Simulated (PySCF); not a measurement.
Work out the structure from these simulated measurements.

Formula: C9H5OP.

* 1H NMR: chemical shifts (computed TMS as zero) by class: 8.19 (1 H), 7.83 (1 H), 7.63 (1 H), 7.47 (1 H), 4.19 (1 H) ppm [GIAO PBE0/pcSseg-1]
* 13C NMR: chemical shifts (computed TMS as zero) by class: 182.8 (1 C), 162.2 (1 C), 144.8 (1 C), 135.1 (1 C), 133.6 (1 C), 128.5 (1 C), 118.9 (1 C), 100.5 (1 C), 80.6 (1 C) ppm [GIAO PBE0/pcSseg-1]
* Dipole: 1.11 D [PBE0/def2-SVPD]
* Rotational structure: rotational constants A, B, C: 2.685, 0.676, 0.540 GHz [PBE0-D3(BJ)/def2-SVP]
* Polarisability: 140.9 au [PBE0/def2-SVPD]
* UV, first state: lowest singlet excitation: 4.05 eV (306 nm, f = 0.308) [TDDFT PBE0/def2-SVPD]

The electronic properties come from PySCF, for the isolated species, density fitting. Levels stand in brackets. Isolated species at its PBE0-D3(BJ)/def2-SVP geometry, gas phase. Each NMR value is the plain mean over a class of atoms that symmetry, rotation or inversion makes alike.

Question: Propose a structure and show how it fits.

Answer: Numbering: `[CH:1]#[C:2][c:3]1[o:4][c:5]2[cH:6][cH:7][cH:8][cH:9][c:10]2[p:11]1`. 9 carbons fall into 9 classes; from least to most shielded: substituted aromatic carbon [C3] (182.8 ppm), ring-fusion aromatic carbon [C5] (162.2 ppm), ring-fusion aromatic carbon [C10] (144.8 ppm), aromatic CH carbon [C9] (135.1 ppm), aromatic CH carbon [C7] (133.6 ppm), aromatic CH carbon [C8] (128.5 ppm), aromatic CH carbon [C6] (118.9 ppm), terminal alkyne carbon [C1] (100.5 ppm), alkyne carbon [C2] (80.6 ppm). Hydrogen classes from least to most shielded: 1 H on an aromatic CH carbon, C9 (8.19 ppm), 1 H on an aromatic CH carbon, C6 (7.83 ppm), 1 H on an aromatic CH carbon, C7 (7.63 ppm), 1 H on an aromatic CH carbon, C8 (7.47 ppm), 1 H on a terminal alkyne carbon, C1 (4.19 ppm). S1 is mainly HOMO→LUMO (weight 0.94); the largest Löwdin shares of the orbital it empties are 0.23 on the phosphorus bonded to 2 C, 0.19 on the substituted aromatic carbon, 0.12 on the terminal alkyne carbon and 0.09 on the alkyne carbon, of the orbital it fills 0.25 on the phosphorus bonded to 2 C, 0.20 on the substituted aromatic carbon, 0.13 on the terminal alkyne carbon and 0.09 on the alkyne carbon. The optimised geometry has point group Cs and is an asymmetric top. Structure: `C#Cc1oc2ccccc2p1`. The assignments are read from this structure; whether some other isomer fits the data as well wasn't checked.
